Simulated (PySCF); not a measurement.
These 2 structures share the formula C8H10O2. Computed with PySCF, PBE0-D3(BJ)/def2-SVP geometry optimisation, gas phase. One conformer each; no zero-point energy, no entropy. No frequencies were run at this level. Point groups hold within 0.08 Å.

Question: Rank from lowest to highest electronic energy at this level (kcal/mol).
A. `[CH3:1][O:2][CH2:3][c:4]1[cH:5][cH:6][c:7]([OH:8])[cH:9][cH:10]1` with C1–O2–C3–C4 69°, O2–C3–C4–C5 42°, C6–C7–O8–H 0°
B. `[CH3:1][O:2][c:3]1[cH:4][cH:5][cH:6][cH:7][c:8]1[O:9][CH3:10]` with C1–O2–C3–C4 0°, C7–C8–O9–C10 0° (1,2-dimethoxybenzene)

Answer: A (0.0), B (8.6).

As drawn, the lower has an O–H bond, which the higher lacks.

| SMILES | E (Eh) | E rel (kcal/mol) | dipole (D) | point group | A, B, C (MHz) |
| --- | --- | --- | --- | --- | --- |
| COCc1ccc(O)cc1 | -460.45562 | 0.0 | 1.10 | C1 | 3439, 720.1, 665.3 |
| COc1ccccc1OC | -460.44193 | 8.6 | 0.02 | C2v | 1664, 1357, 754.8 |
